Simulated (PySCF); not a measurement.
Basis-set dependence of SnH⁻ at CCSD(T)

PySCF, UHF reference; triplet, unpaired electrons π ↑↑; De to Sn⁻ + H without counterpoise correction. Frozen cores follow the default of each basis and core potential.

```tsv
basis	relativity	functions	Re (Å)	ωe (cm⁻¹)	De (eV)	frozen orbitals
def2-SVPD	scalar-relativistic core potentials	40	1.823	1494	2.43	4
aug-cc-pVDZ-PP/aug-cc-pVDZ	scalar-relativistic core potentials	41	1.822	1489	2.41	4
def2-TZVPPD	scalar-relativistic core potentials	73	1.801	1549	2.55	4
```

**Question.** How does each smaller set differ from the one with most functions, def2-TZVPPD?

**Answer.** def2-SVPD: +2.2 pm, -3.6 % in ωe, -0.12 eV in De; aug-cc-pVDZ-PP/aug-cc-pVDZ: +2.1 pm, -3.9 % in ωe, -0.14 eV in De. All at CCSD(T); the set with most functions is neither the basis-set limit nor always the best.

Correlated steps freeze 4 core orbitals. Correlated levels converge slowly with the basis: in double zeta they bind strong bonds too weakly, by up to about 1 eV, and carry superposition errors of some tenths. Spin–orbit coupling is left out, which matters for elements this heavy, above all for dissociation energies. For an ion De counts to the pair picked by the measured ionisation energies or electron affinities, which need not be the lowest pair at this level. The state is the lowest determinant that a PBE0 search found; another state may lie lower at other levels.
